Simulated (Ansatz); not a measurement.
Spectroscopic constants of SiSe, closed-shell singlet (the spin of the measured ground state). No spin–orbit coupling. Se is treated without relativity.

The constants come from a fifth-degree fit in 1/R (seven points, main isotopes). In def2 and cc sets the state is the lowest found near the PBE0 minimum, followed along R. The singlet is held restricted.

Correlated levels freeze the inner cores; with def2 sets outer-core shells near the valence are correlated too. CBS: X⁻³ extrapolation of the correlation energy, Hartree–Fock from the larger set.

Codes used: Ansatz (Gaussian basis) for Hartree–Fock, density functionals and correlated methods. 

Quantity: r_e, from seven points a level.

Costs are ratios of core time to PBE/def2-TZVPP (roughly 8 s), for whole runs (searches for the state included, and forces where a run took them) on one shared machine, so rough; each error counts from the measured 2.0583 Å [microwave values compiled in ACS Omega 2, 8373 (2017)].

```
level                                basis functions  cost
-----------------------------------  ---------------  ----
PBE/def2-TZVPP                                    90    ×1
PBE0/def2-TZVPP                                   90    ×1
B3LYP/def2-TZVPP                                  90    ×1
BHLYP/def2-TZVPP                                  90    ×1
CAM-B3LYP/def2-TZVPP                              90    ×2
B2PLYP/def2-TZVPP                                 90    ×2
r2SCAN/def2-TZVPP                                 90    ×2
B97M-V/def2-TZVPP                                 90    ×3
wB97X-V/def2-TZVPP                                90    ×3
CCSD(T)/def2-TZVPP                                90    ×4
CCSD(T)/def2-QZVPP                               159   ×20
CCSD(T)/CBS(def2-TZVPP, def2-QZVPP)                -   ×20
```

### Question
With a budget of 10 times the cost of PBE/def2-TZVPP, which level comes closest?

### Answer
B97M-V/def2-TZVPP, at 0.002 Å; next is PBE0/def2-TZVPP at 0.003 Å.

### Question
What does the step from CCSD(T)/def2-TZVPP to CCSD(T)/def2-QZVPP cost and buy?

### Answer
90 to 159 functions, cost ×5 (rough); the error goes from 0.017 to 0.008 Å.

Each error (Å): PBE/def2-TZVPP 0.027; PBE0/def2-TZVPP 0.003; B3LYP/def2-TZVPP 0.014; BHLYP/def2-TZVPP -0.008; CAM-B3LYP/def2-TZVPP -0.009; B2PLYP/def2-TZVPP 0.016; r2SCAN/def2-TZVPP 0.010; B97M-V/def2-TZVPP 0.002; wB97X-V/def2-TZVPP -0.014; CCSD(T)/def2-TZVPP 0.017; CCSD(T)/def2-QZVPP 0.008; CCSD(T)/CBS(def2-TZVPP, def2-QZVPP) 0.003.

Ansatz is a program for electronic structure.
